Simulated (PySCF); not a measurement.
The same groups moved round the core (propene chloro+silyl). All species are isolated molecules in the gas phase. One relaxed conformer stands for each flexible species; it need not be the lowest. Strings in code marks are SMILES.

The T1 excitation (TDA) from two functionals at the same geometries (CAM-B3LYP-D3(BJ)/def2-TZVP), both in PySCF: PBE-D3(BJ)/def2-TZVP and TPSSh-D3(BJ)/def2-TZVP. Excitations are Tamm–Dancoff values on a coarser integration grid. The basis has no diffuse functions, so Rydberg states are missing or too high.

| species | PBE-D3(BJ)/def2-TZVP (eV) |
|---|---|
| `C=C(Cl)C[SiH3]` (Cl–C–C–Si torsion 74°) | 4.16 |
| `C(=C/[SiH3])(/C)Cl` | 3.96 |
| `Cl/C=C(\C)[SiH3]` | 4.13 |
| `C/C=C(\[SiH3])Cl` | 3.84 |

Question: What does TPSSh-D3(BJ)/def2-TZVP give for each?

Answer: 
- `C=C(Cl)C[SiH3]` (Cl–C–C–Si torsion 74°): 4.16
- `C(=C/[SiH3])(/C)Cl`: 3.96
- `Cl/C=C(\C)[SiH3]`: 4.13
- `C/C=C(\[SiH3])Cl`: 3.86
Over these rows, drawn at random from the members with no instability flagged (it was tested for open shells, ions and some series alone), PBE minus TPSSh-D3(BJ): mean -0.01 eV, from -0.02 eV to 0.00 eV.
